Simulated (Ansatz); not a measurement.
Ansatz results at the PBE0-D4/def2-TZVP geometry: HOMO energy (PBE0/def2-TZVPP) -6.84 eV; HOMO–LUMO gap (ωB97M-V/def2-TZVPP) 11.44 eV; size of the dipole moment (ωB97M-V/def2-TZVPP) 1.08 D.

Each molecule was computed in one conformer, which needn't be the lowest.

Question: Which molecule gave them?
A. `NC[SiH2]N`
B. `P[NH][ZnH]`
C. `O[Si]1(O)CO1`
D. `CBN[SiH2]C`

Answer: A. The others give `CBN[SiH2]C`: -8.06, 12.42, 1.01; `O[Si]1(O)CO1`: -7.54, 11.63, 1.44; `P[NH][ZnH]`: -6.74, 9.68, 1.47.
